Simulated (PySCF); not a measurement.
Energy of Sc (scandium, neutral) between two integer charges

The 4s beta orbital of [Ar] 3d1 4s2 is emptied in steps (occupation f), with all orbitals relaxed, ending at [Ar] 3d1 4s1. All numbers are calculated (PySCF 2.14, the spin-free X2C one-electron Hamiltonian (Gaussian nucleus), in x2c-TZVPall (6s5p4d1f, 48 functions)). The exact energy is a straight line in f; departures are measured from the line between the end points of the same method.

```tsv
f	TPSS (eV)
1	0.000
0.75	-0.428
0.5	-0.562
0.25	-0.412
0	0.000
```

| method | E(f=0) − E(f=1) (eV) | −ε at f=1 (eV) | −ε at f=0.5 (eV) |
| --- | --- | --- | --- |
| TPSS | 6.195 | 3.915 | 6.249 |

Orbital energy along the path (eV):

| f | TPSS |
| --- | --- |
| 1 | -3.915 |
| 0.75 | -5.064 |
| 0.5 | -6.249 |
| 0.25 | -7.301 |
| 0 | -7.983 |

Reference removal energy between the ground levels: 6.561 eV (measured; NIST Atomic Spectra Database, ionization energies). The calculation has no spin-orbit coupling.
